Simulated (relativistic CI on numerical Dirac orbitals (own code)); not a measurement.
## Hyperfine structure of Tm62+, mass number 171

Computed by Dirac-Coulomb-Breit CI, KLI orbitals optimised for each configuration, a model potential for QED, unscaled Slater integrals (own radial code, finite nucleus).

Configuration list (outside the closed core 1s2): 2s²2p³, 2s2p⁴, 2p⁵, 2p⁴3s, 2p⁴3p, 2p⁴3d, 2s²2p²3s, 2s²2p²3p, 2s²2p²3d, 2s2p³3s, 2s2p³3p, 2s2p³3d, 2s²2p²4s, 2s²2p²4p, 2s²2p²4d, 2s²2p²4f. Levels of other configurations are missing.

Nuclear spin I = 1/2, μ = -0.23 μN (tables of Stone and Pyykkö). The electronic factors are computed for point nuclear moments, without core polarisation or the Bohr-Weisskopf and QED corrections.

```tsv
Level	E (eV)	A (GHz)
2s²2p³ ²D°5/2	1025.25	-752.6
2s²2p³ ²P°1/2	1072.07	-2525
2s2p⁴ ⁴P5/2	1313.42	-1818
2s2p⁴ ²S1/2	1410.58	-7845
2s2p⁴ ²P3/2	1412.16	1198
2s²2p³ ²P°3/2	2076.49	-314.5
2s2p⁴ ⁴P3/2	2341.09	-1848
2s2p⁴ ²D5/2	2381.10	-2270
```

Levels with J = 0, under 50 % of one LS term, or S terms without an open s electron are left out. Small factors come from cancelling terms and can be off by tens of per cent or more.

At this charge energies of transitions that change n are usually good to better than 1 %, and those within a shell (Δn = 0) to a few per cent.

Give the hyperfine levels of 2s²2p³ ²P°1/2 relative to its centre of gravity.

With K = F(F + 1) − I(I + 1) − J(J + 1), E = AK/2: F = 0: 1894, F = 1: -631.3 GHz.

LS names give the leading component of a level, which can be under half, so a name can repeat, a term be missing and a line seem to break the LS rules.
